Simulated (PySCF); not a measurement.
# Working out the ionisation energy of N(2+)

N(2+) [He] 2s2 2p1 (2P) → N(3+) [He] 2s2 (1S). All numbers are calculated (PySCF 2.14, the non-relativistic Hamiltonian (point nucleus), in def2-SVP (3s2p1d, 14 functions)). Frozen: 1s2. Energies in hartree (1 hartree = 27.21139 eV):

```tsv
part	N(2+) (lower)	N(3+) (upper)
UHF	-52.741777	-50.995655
CCSD correlation	-0.075739	-0.086465
(T)	-0.000629	0.000000
```

What does Hartree-Fock give?

(-50.995655) − (-52.741777) = 1.746122 hartree = 47.514 eV.

What do CCSD and CCSD(T) give?

The CCSD correlation energies differ by -0.010726 hartree = -0.292 eV and the triples by 0.000629 hartree = 0.017 eV, so CCSD gives 47.222 eV and CCSD(T) 47.239 eV.

Reference: 47.445 eV (semi-empirical (NIST evaluation); NIST Atomic Spectra Database, ionization energies), between the lowest levels; spin-orbit coupling is absent from the calculation.

A double-zeta basis recovers only part of the correlation energy.

The coupled-cluster amplitudes are large, so a single reference is strained.

What remains against the reference includes basis incompleteness, the frozen core and higher excitations.
